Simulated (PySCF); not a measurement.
C₂HO (SMILES [CH-]=C=O), charge -1, singlet, geometry from GFN2-xTB (in this run its highest filled SCF level lies above zero, so its values depend strongly on the basis, on diffuse functions most of all); PBE0/def2-SVP run with PySCF.

Input for PySCF:
```python
from pyscf import gto, scf, dft

mol = gto.M(
    atom='''
C     0.017882   -0.126888   -1.227557
C     0.012039   -0.079027   -0.004614
H     0.100932   -0.678824   -2.129085
O    -0.035057    0.239289    1.190263
''',
    basis='def2-svp',
    charge=-1,
    spin=0,
    verbose=4,
)

mf = dft.RKS(mol)
mf.xc = 'pbe0'
mf.kernel()
mf.analyze()
```

Q: Write the output that PySCF gives for this input, abridged.

A: 
```
PySCF version 2.14.0

[INPUT] verbose = 4
[INPUT] num. atoms = 4
[INPUT] num. electrons = 22
[INPUT] charge = -1
[INPUT] spin (= nelec alpha-beta = 2S) = 0
[INPUT] symmetry False subgroup None
[INPUT] Mole.unit = angstrom
[INPUT] Symbol           X                Y                Z      unit          X                Y                Z       unit  Magmom
[INPUT]  1 C      0.017882000000  -0.126888000000  -1.227557000000 AA    0.033792082559  -0.239783568494  -2.319746532293 Bohr   0.0
[INPUT]  2 C      0.012039000000  -0.079027000000  -0.004614000000 AA    0.022750412814  -0.149339386446  -0.008719196339 Bohr   0.0
[INPUT]  3 H      0.100932000000  -0.678824000000  -2.129085000000 AA    0.190733837205  -1.282791446782  -4.023387545920 Bohr   0.0
[INPUT]  4 O     -0.035057000000   0.239289000000   1.190263000000 AA   -0.066248128749   0.452190674621   2.249271086203 Bohr   0.0

nuclear repulsion = 52.1364290545846
number of shells = 21
number of NR pGTOs = 79
number of NR cGTOs = 47
basis = def2-svp
ecp = {}

******** <class 'pyscf.dft.rks.RKS'> ********
method = RKS
initial guess = minao
damping factor = 0
level_shift factor = 0
DIIS = <class 'pyscf.scf.diis.CDIIS'>
diis_start_cycle = 1
diis_space = 8
diis_damp = 0
SCF conv_tol = 1e-09
SCF conv_tol_grad = None
SCF max_cycles = 50
direct_scf = True
direct_scf_tol = 1e-13
XC library pyscf.dft.libxc version 7.1.2
    S. Lehtola, C. Steigemann, M. J. T. Oliveira, and M. A. L. Marques,  SoftwareX 7, 1–5 (2018)
XC functionals = pbe0
    C. Adamo and V. Barone,  J. Chem. Phys. 110, 6158 (1999)
    M. Ernzerhof and G. E. Scuseria,  J. Chem. Phys. 110, 5029 (1999)
radial grids:
    Treutler-Ahlrichs [JCP 102, 346 (1995); DOI:10.1063/1.469408] (M4) radial grids

becke partition: Becke, JCP 88, 2547 (1988); DOI:10.1063/1.454033
pruning grids: <function nwchem_prune>
grids dens level: 3
symmetrized grids: False
atomic radii adjust function: <function treutler_atomic_radii_adjust>
small_rho_cutoff = 0
Set gradient conv threshold to 3.16228e-05
Initial guess from minao.
tot grids = 52128
init E= -151.986724928763
  HOMO = -0.289753966561766  LUMO = -0.0135017561062614  gap/eV = 7.51721
cycle= 1 E= -151.576329956024  delta_E= 0.41  |g|= 0.739  |ddm|= 2.36
  HOMO = 0.148231243040271  LUMO = 0.302343918147896  gap/eV = 4.19362
cycle= 2 E= -151.365667402889  delta_E= 0.211  |g|= 1.27  |ddm|= 2.17
  HOMO = 0.0590883656650911  LUMO = 0.317123619226534  gap/eV = 7.02150
cycle= 3 E= -151.670136657975  delta_E= -0.304  |g|= 0.315  |ddm|= 1.58
  HOMO = 0.0303087505096329  LUMO = 0.296702221139286  gap/eV = 7.24894
cycle= 4 E= -151.694587194269  delta_E= -0.0245  |g|= 0.0804  |ddm|= 0.335
  HOMO = 0.0264612909200768  LUMO = 0.296738492109936  gap/eV = 7.35462
cycle= 5 E= -151.695980302637  delta_E= -0.00139  |g|= 0.0308  |ddm|= 0.12
  HOMO = 0.0291531124252709  LUMO = 0.297534436595433  gap/eV = 7.30303
cycle= 6 E= -151.696233549452  delta_E= -0.000253  |g|= 0.00302  |ddm|= 0.0369
  HOMO = 0.0289887599817904  LUMO = 0.297760467171812  gap/eV = 7.31365
cycle= 7 E= -151.696236143751  delta_E= -2.59e-06  |g|= 0.000124  |ddm|= 0.00515
  HOMO = 0.0289821734471705  LUMO = 0.297759580872501  gap/eV = 7.31381
cycle= 8 E= -151.696236147989  delta_E= -4.24e-09  |g|= 5.66e-05  |ddm|= 0.000378
  HOMO = 0.0289838210199385  LUMO = 0.297756864965454  gap/eV = 7.31369
cycle= 9 E= -151.696236148805  delta_E= -8.16e-10  |g|= 6.24e-06  |ddm|= 8.48e-05
  HOMO = 0.0289847530705512  LUMO = 0.297757255074766  gap/eV = 7.31367
Extra cycle  E= -151.696236148796  delta_E= 9.12e-12  |g|= 9.97e-06  |ddm|= 1.75e-05
converged SCF energy = -151.696236148796
**** SCF Summaries ****
Total Energy =                        -151.696236148795577
Nuclear Repulsion Energy =              52.136429054584596
One-electron Energy =                 -315.187824572562590
Two-electron Energy =                  111.355159369182417
Two-electron Coulomb Energy =          131.184866807952659
DFT Exchange-Correlation Energy =      -19.829707438770235
HOMO-LUMO gap [eV] =                     7.313672303597902
**** MO energy ****
MO #1   energy= -18.935168619396   occ= 2
MO #2   energy= -10.0278387197742  occ= 2
MO #3   energy= -9.93977184516738  occ= 2
MO #4   energy= -0.772063062843659 occ= 2
MO #5   energy= -0.481117114383883 occ= 2
MO #6   energy= -0.270655393341483 occ= 2
MO #7   energy= -0.20384176687858  occ= 2
MO #8   energy= -0.144024500756698 occ= 2
MO #9   energy= -0.14245759576869  occ= 2
MO #10  energy= 0.0241954188203213 occ= 2
MO #11  energy= 0.0289847530705512 occ= 2
MO #12  energy= 0.297757255074766  occ= 0
MO #13  energy= 0.340077294146529  occ= 0
MO #14  energy= 0.365953099966103  occ= 0
MO #15  energy= 0.450289587943321  occ= 0
MO #16  energy= 0.536866324982241  occ= 0
MO #17  energy= 0.732497386432861  occ= 0
MO #18  energy= 0.736391463785392  occ= 0
MO #19  energy= 0.780979078629592  occ= 0
 ** Mulliken pop on meta-lowdin orthogonal AOs  **
 ** Mulliken pop  **
 ** Mulliken atomic charges  **
charge of    0C =     -0.66782
charge of    1C =      0.17901
charge of    2H =      0.08117
charge of    3O =     -0.59235

WARN: System has nonzero charge -1; the dipole moment is origin-dependent.
Location of origin: [0. 0. 0.]

Dipole moment(X, Y, Z, Debye):  0.13824, -0.90627,  0.09959
```
